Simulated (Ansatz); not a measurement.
Species: C3H3, net charge 0, doublet state. It need not be the lowest isomer of its formula. SMILES: [CH]1[CH][CH]1
Geometry: optimised at B3LYP-D3(BJ)/def2-TZVP (Ansatz, a quantum-chemistry and plane-wave program).

Computed values are from Ansatz. Correlated levels leave the core frozen unless marked. UHF or UKS for open shells. Spin-orbit coupling is left out. Non-relativistic. CBS(X,Y): correlation extrapolated as X^-3; Hartree-Fock from the larger set. The bracket is a focal-point correction in the basis named.

**Question.** What is the atomisation energy De at RI-MP2/CBS(aug-cc-pVTZ,aug-cc-pVQZ)+[CCSD(T)-MP2]/aug-cc-pVTZ?

**Answer.** 2393.9 kJ/mol.

**Question.** What is the total energy at RI-MP2/CBS(aug-cc-pVTZ,aug-cc-pVQZ)+[CCSD(T)-MP2]/aug-cc-pVTZ?

**Answer.** -115.7864 Eh.

**Question.** What is the dipole moment at CCSD(T)/aug-cc-pVDZ?

**Answer.** 1.45 D.

**Question.** What is the T1 diagnostic at CCSD/aug-cc-pVTZ?

**Answer.** 0.013.

**Question.** What is the vertical ionisation energy (to the singlet) at RI-MP2/CBS(aug-cc-pVTZ,aug-cc-pVQZ)+[CCSD(T)-MP2]/aug-cc-pVTZ?

**Answer.** 7.24 eV.
